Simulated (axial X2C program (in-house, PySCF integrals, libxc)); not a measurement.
**RhSi along the bond: LDA, two-component**

Calculated with an axial X2C code built on PySCF integrals. Two-component (2c) means X2C with spin–orbit coupling and atomic mean-field two-electron Coulomb and Gaunt terms. Basis: Rh dyall-cv3z [12s12p8d5f3g], Si dyall-v3z [8s7p2d1f] (cores contracted in-house); Gaussian nuclei, density fitting, unrestricted open shells. Masses: Rh 102.906 u, Si 27.977 u.

State: Ω = 1/2 (⟨Sz⟩ = 0.50, ⟨Lz⟩ = 0.00 at LDA). Dipoles are positive if Si is the positive end.

```
R (Å)   μ (D)  HOMO (eV)  LUMO (eV)
1.769   0.234      -4.38      -3.87
1.850   0.128      -4.43      -3.93
1.911   0.070      -4.46      -3.97
1.972   0.028      -4.43      -3.99
2.033   0.002      -4.38      -4.02
2.104  -0.012      -4.33      -4.04
2.175  -0.010      -4.29      -4.05
2.267   0.013      -4.23      -4.07
2.379   0.061      -4.17      -4.08
2.541   0.149      -4.09      -4.10
2.765   0.226      -4.03      -4.14
3.050   0.267      -4.07      -4.26
```

(1) The minimum lies at 2.032 Å. What is the dipole moment there, and its slope?

One determinant describes the state; a PBE0 search over occupations chose it and may have missed a lower one. Density functionals use the spin component along the axis (collinear).

Answers

(1) At LDA, 2c, with the sign and origin stated: μ = 0.00 D, dμ/dR = -0.32 D/Å.
